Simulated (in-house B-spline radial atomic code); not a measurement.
Configurations of Cd⁶⁺, with energies counted from [Kr] 4d6. Method: scalar-relativistic (X2C) r2SCAN0, spin-polarised, spherical fractional occupations, exact exchange averaged over the configuration, Fermi nucleus of rms radius 4.6087 fm. Calculated with a B-spline radial code for spherical atoms. Shells without spins written out take the highest spin.

Occupations are held fixed; configurations that lie above the ionisation limit could autoionise.

```
            configuration  E - E(ref) (eV)  highest orbital  its <r> (bohr)
             [Kr] 4d5 5s1           26.404            5s up           1.878
             [Kr] 4d5 5p1           38.595            5p up           2.084
             [Kr] 4d5 5f1           72.354            5f up            3.44
[Ar] 3d10 4s2 4p5 4d6 5d1           118.15            5d up           2.537
```

(1) Order these further configurations by energy, lowest first.
A. [Ar] 3d10 4s2 4p5 4d6 5s1
B. [Ar] 3d10 4s2 4p5 4d6 5p1
C. [Ar] 3d10 4s2 4p5 4d6 5f1
D. [Kr] 4d5 4f1

Results:

(1) D (51.557 eV), A (88.72 eV), B (100.95 eV), C (134.75 eV).
